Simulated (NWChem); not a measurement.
**Correlation energy of Br (+1)**

```xyz
1

Br     0.0000     0.0000     0.0000
```
Charge +1, spin multiplicity 3.

Everything below was run with NWChem.

Basis set: def2-QZVP. Each correlation energy counts from its own Hartree-Fock reference.

The Hamiltonian is non-relativistic. The correlated methods keep 9 core orbitals frozen. No SCF solution was tested for a lower state. Open-shell Hartree-Fock references start from PBE0 orbitals. No row is a measurement; the coupled-cluster row has its own basis-set and correlation limits.

Task: One of these methods gave a correlation energy of -295.3 mHa. Which?
A) CCSD[T] on ROHF
B) UMP2
C) CCSD on UHF
D) CCSD(T) on UHF

Result: D, CCSD(T) on UHF. The others give -301.5 (CCSD[T] on ROHF), -281.7 (UMP2), -288.4 (CCSD on UHF).
